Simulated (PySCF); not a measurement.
C₂H₆BF₂N, SMILES NB(CF)CF. The structure is a stationary point at PBE-D3(BJ)/def2-SVP. The structure was generated by enumeration, and PubChem lists no compound with its InChIKey, so it may never have been made. One conformer was computed; it need not be the lowest.

Method: PBE-D3(BJ)/def2-SVP (PySCF).

Harmonic wavenumbers (cm⁻¹): 87, 93, 158, 207, 324, 349, 505, 577, 594, 766, 791, 829, 898, 1003, 1041, 1121, 1194, 1209, 1287, 1339, 1376, 1393, 1405, 1535, 2926, 2931, 2967, 2973, 3498, 3613. Rotational constants (GHz): 8.297, 1.730, 1.458; symmetry number 2.

**Question.** Work out the zero-point energy and the ideal-gas rigid-rotor harmonic-oscillator thermochemistry at 298.15 K and 1 atm.

**Answer.** ZPE = ½ Σ hcν = ½ × 38991 cm⁻¹ = 55.74 kcal/mol. H − E(el) = 60.91 kcal/mol. Entropy in cal/(mol K): translation 39.50, rotation 25.75, vibration 17.23, total 82.48. G − E(el) = 36.32 kcal/mol. Cp = 26.69 cal/(mol K). Modes under 150 cm⁻¹ make the vibrational entropy uncertain.
